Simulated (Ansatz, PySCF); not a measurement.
System: dimethylsilane, C$_{2}$H$_{8}$Si (charge 0, singlet). SMILES: C[SiH2]C
Geometry: optimised at B3LYP-D3(BJ)/def2-TZVP (Ansatz, a quantum-chemistry and plane-wave program).

Quantity: vertical ionisation energy (to the doublet state of charge +1; each state is the SCF solution reached for its spin; for the doublet the Hartree-Fock reference is unstable and T1 is 0.016), in eV. Cores are frozen in the correlated levels unless marked. Open shells are spin-unrestricted. Spin-orbit coupling is left out. Non-relativistic. 

```csv
level,program,vertical ionisation energy (eV)
RI-HF/aug-cc-pV(T+d)Z,Ansatz,10.32
RI-HF/aug-cc-pV(Q+d)Z,Ansatz,10.31
SVWN5/def2-TZVPD,Ansatz,10.69
PBE/def2-TZVPD,Ansatz,10.61
r2SCAN/def2-TZVPD,Ansatz,10.76
B3LYP/def2-TZVPD,Ansatz,10.92
PBE0/def2-TZVPD,Ansatz,10.92
BHLYP/def2-TZVPD,Ansatz,11.02
CAM-B3LYP/def2-TZVPD,Ansatz,11.08
wB97M-V/def2-TZVPD,Ansatz,11.12
wB97X-V/def2-TZVPD,Ansatz,11.12
B2PLYP/def2-TZVPD,Ansatz,11.01
RI-MP2/aug-cc-pV(T+d)Z,Ansatz,11.39
RI-MP2/aug-cc-pV(Q+d)Z,Ansatz,11.44
CCSD/aug-cc-pV(D+d)Z,Ansatz,11.12
CCSD/aug-cc-pV(T+d)Z,Ansatz,11.21
CCSD/aug-cc-pV(Q+d)Z,Ansatz,11.25
CCSD(T)/aug-cc-pV(D+d)Z,Ansatz,11.12
CCSD(T)/aug-cc-pV(T+d)Z,Ansatz,11.22
CCSD(T)/aug-cc-pV(Q+d)Z,Ansatz,11.26
```

For comparison, minus the highest occupied orbital energy (PySCF): 9.94 eV at M06-2X/def2-TZVPD.
